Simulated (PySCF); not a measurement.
**Field gradients at the hydrogen positions**

Compound: C3H8FNO2Si.
Z-matrix (Å and degrees, GFN2-xTB geometry), rows numbered from 1:
```
C 
C   1  1.5221
C   2  1.5477  1  111.47
O   3  1.4042  2  108.11  1   -95.21
Si  4  1.6291  3  110.59  2   -17.22
N   5  1.7116  4  110.65  3   127.16
F   5  1.6125  4  112.79  3  -107.41
O   2  1.4099  1  109.92  3  -118.17
H   1  1.0875  2  109.17  3    54.05
H   1  1.0868  2  110.39  3   -66.62
H   1  1.0867  2  109.52  3   172.96
H   2  1.0950  1  110.47  3   123.60
H   3  1.0940  2  110.65  1   145.98
H   3  1.0917  2  111.40  1    24.07
H   6  1.0067  5  117.41  4    26.74
H   6  1.0058  5  116.81  4   160.74
```

Level: PBE0/pcSseg-1 (PySCF, non-relativistic); Q(2H) = 0.00286 b; rigid geometry, the same for H and D, with no vibrational averaging.

**Question.** Rank these positions by the coupling χzz of a deuteron there, largest first.
A. H14 (methylene hydrogen)
B. H12 (methine hydrogen)
C. H15 (N–H hydrogen)
D. H9 (methyl hydrogen)

**Answer.** C (288 kHz), D (209 kHz), A (199 kHz), B (194 kHz).

**Question.** Tabulate Vzz, the asymmetry η and χzz = 234.96 MHz × Q × Vzz for every hydrogen position.

**Answer.** 
```tsv
atom	bonded to	bond length (Å)	Vzz (au)	η	χzz (kHz)
H9	C1	1.088	0.3113	0.04	209
H10	C1	1.087	0.3163	0.02	213
H11	C1	1.087	0.3157	0.02	212
H12	C2	1.095	0.2890	0.04	194
H13	C3	1.094	0.2914	0.06	196
H14	C3	1.092	0.2960	0.05	199
H15	N6	1.007	0.4284	0.16	288
H16	N6	1.006	0.4296	0.17	289
```

**Question.** Average by the element that carries the hydrogen.

**Answer.** on C: 204 kHz over 6 positions, mean bond length 1.090 Å; on N: 288 kHz over 2 positions, mean bond length 1.006 Å.

**Question.** How does χzz go with the bond length over the 6 C–H bonds?

**Answer.** A straight-line fit has a slope of -22.1 kHz for each 0.01 Å, with a correlation coefficient of -0.99, over lengths from 1.087 to 1.095 Å. The longer bonds have the smaller couplings here.

**Question.** Give the 2H NMR doublet splittings at H11 for a magnetic field along the z, y and x axes of the gradient: 3χ/2, 3χ(1 + η)/4, 3χ(1 − η)/4.

**Answer.** With |χ| = 212.2 kHz and η = 0.016: 318, 162 and 157 kHz, to first order and without motion.

The structure is a single GFN2-xTB conformer in the gas phase; no vibrational or solvent corrections. GFN2-xTB bond lengths can be off by several hundredths of an ångström, more for odd bonds, and the gradients follow them. These gradients aren't converged with respect to the basis.
